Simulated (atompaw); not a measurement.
## Pseudopotential generation for H (Z = 1): PAW (atompaw), PBEsol, scalar-relativistic.

atompaw 4.2.0.5 input, output lines left out:

```
H 1
GGA-PBESOL scalarrelativistic loggrid 1500 logderivrange -2 5 176
1 0 0 0 0 0
1 0 1
0 0 0
v
1
1.05 0.90 0.95 0.75
y
2.05
n
y
0.2
n
custom polynom vanderbiltortho gaussian
2 0 vpsmatchnc
1.05
1.05
0.80
```

What the tests gave:

```json
{"Cutoffs needed": "18 Ry and 30 Ry (the cutoffs (Ry, on a coarse ladder) from which the occupation-weighted sum of valence levels, in a spherical-Bessel basis at the reference potential, stays within 10 and 1 mRy of its value at 400 Ry)", "Ghost test": "no extra level below or beside the all-electron valence levels (s, p, d, f tested) (spherical-Bessel basis up to 400 Ry, 20 bohr box)", "Lowest eigenvalue of the overlap operator": "0.98 (s channel)", "Overlap eigenvalues printed by atompaw (projector basis)": "0.682, 29.4, 664", "Share of each valence orbital outside the PAW sphere": "1s 69 %"}
```

Generation and tests took about 0.46 s on one core of a shared server CPU.
